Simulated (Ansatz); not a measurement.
C₂H₇NO₃W (`C[N]=[W](=[O])([OH])[O]C`) at its PBE0-D4/def2-TZVP geometry, where that method's forces vanish. Total charge 0; spin multiplicity 1. W takes the def2 core potential.

```xyz
14

C     2.2392    0.2411   -0.7548
N     0.8510   -0.0486   -0.6806
W    -0.5218   -1.0687   -0.3125
O     0.0488   -2.5624    0.3020
O    -1.5142   -1.3631   -1.9063
O    -1.5615   -0.2014    0.9836
C    -1.5187    0.9973    1.7123
H     2.5231    0.4799   -1.7850
H     2.4801    1.1132   -0.1383
H     2.8485   -0.6035   -0.4138
H    -1.3264   -0.9250   -2.7374
H    -1.2569    0.7859    2.7528
H    -0.7847    1.6907    1.2909
H    -2.5067    1.4645    1.6870
```

(1) What forces (eV/Å) does ωB97M-V/def2-TZVPP give on these atoms in Ansatz 0.2.0? (Best estimate.)

Results:

(1) Computed: 
```
C1   0.482  0.122 -0.036
N2  -0.594 -0.221  0.084
W3   0.438 -0.107  0.062
O4  -0.125  0.249 -0.106
O5  -0.029  0.014 -0.059
O6  -0.027 -0.252 -0.157
C7  -0.030  0.340  0.230
H8  -0.027 -0.028  0.105
H9  -0.022 -0.090 -0.060
H10 -0.064  0.073 -0.030
H11 -0.022 -0.021  0.033
H12 -0.025  0.025 -0.103
H13 -0.057 -0.066  0.029
H14  0.103 -0.037  0.008
```
